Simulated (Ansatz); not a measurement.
Compare A (`B[SiH2][SiH](N)F`) with its isomer B (`N[SiH]([SiH3])BF`).

Isolated molecules relaxed with PBE0-D4/def2-TZVP in Ansatz; ΔE leaves out vibrations. CCSD(T)/CBS adds triple-zeta CCSD(T) − MP2 to the extrapolated MP2 energy (def2 sets, frozen cores). Functionals use def2-TZVPP. B3LYP here is the variant with VWN-RPA as its local correlation; programs differ in this. Each species was taken in one conformer, which may not be the lowest.

Q: Which is lower in electronic energy at CCSD(T)/CBS, and by how much? (An estimate is asked.)

A: The calculation gave: A, by 22.2 kJ/mol.

Q: Give E(B) − E(A) in kJ/mol with B3LYP-D4, CCSD(T)/def2-TZVPP, PBE-D4, MP2/def2-TZVPP, r2SCAN-D4, B2PLYP, HF/def2-TZVPP. (An estimate is asked.)

A: Computed: B3LYP-D4 16.8, CCSD(T)/def2-TZVPP 17.7, PBE-D4 10.4, MP2/def2-TZVPP 20.9, r2SCAN-D4 18.9, B2PLYP 17.8, HF/def2-TZVPP 21.2. None reverses the order clearly.

Largest T1 diagnostic: 0.014.

From PBE to PBE0 (25 % exact exchange), in def2-TZVPP and without D4, E(B) − E(A) moves by +3.4 kJ/mol.
